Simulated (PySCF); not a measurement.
Planning a geometry optimisation on `C[S+](C)[AlH3-]`.

Method: PBE0-D3(BJ)/def2-SVP geometry optimisation, gas phase (PySCF 2.14.0). Work: geometry optimisation from a GFN2-xTB start shaken at random, density fitting. The command runs a driver script over a list of jobs; the input below is this job's line of settings and its coordinates in Å.

Command:
```bash
OMP_NUM_THREADS=1 python probes_run.py task.json out
```

Input:
```
{"job": {"xc": "PBE0", "basis": "def2-SVP", "d3": "d3bj", "grid": 1, "shake": 0.01, "kind": "geom"}, "charge": 0, "multiplicity": 1}
C     -0.317000     1.526700    -0.370300
S     -0.245340     0.379800     1.004520
C     -1.328660    -0.950070     0.390530
Al     1.818170    -0.632110     0.048170
H      0.234330     1.170190    -1.234210
H     -1.382690     1.703310    -0.646760
H      0.098700     2.485380    -0.024310
H     -1.345250    -1.684630     1.184400
H     -2.299380    -0.540670     0.221560
H     -0.881710    -1.393380    -0.488730
H      2.645860     0.656810     0.211760
H      1.195940    -0.932800    -1.375380
H      1.812870    -1.805420     1.068430
```

Hardware: one thread of an Arm Neoverse V2, shared host with 96 logical CPUs at a one-minute load of 32. PySCF's memory limit was set to 1760 MB.

The basis has 109 functions.

Question: Which is nearest to the wall time?
A. 33 min
B. 4.4 min
C. 4.2 s
D. 33 s

Answer: D. The run took 33 s. The run took 9 energy-and-gradient evaluations and 55 SCF cycles, 3.7 s an evaluation on average.

Question: How much memory does it need at the peak?

Answer: About 0.46 GiB. Peak memory is the resident size of the whole Python process, interpreter and libraries included.

The output:
```
step   0  E = -721.61505204  max force = 0.022172
step   1  E = -721.62258875  max force = 0.007655
step   2  E = -721.62363113  max force = 0.004464
step   3  E = -721.62420120  max force = 0.000754
step   4  E = -721.62445961  max force = 0.001456
step   5  E = -721.62467417  max force = 0.002499
step   6  E = -721.62479505  max force = 0.001810
step   7  E = -721.62483716  max force = 0.000701
step   8  E = -721.62484831  max force = 0.000384
optimisation converged
```

Energies in Eh; «max force» is the largest Cartesian gradient component in Eh/bohr.

Times come from a shared host and carry two figures at best.

The run converged: final energy -721.62485 Eh after 8 steps; dipole 4.90 D.
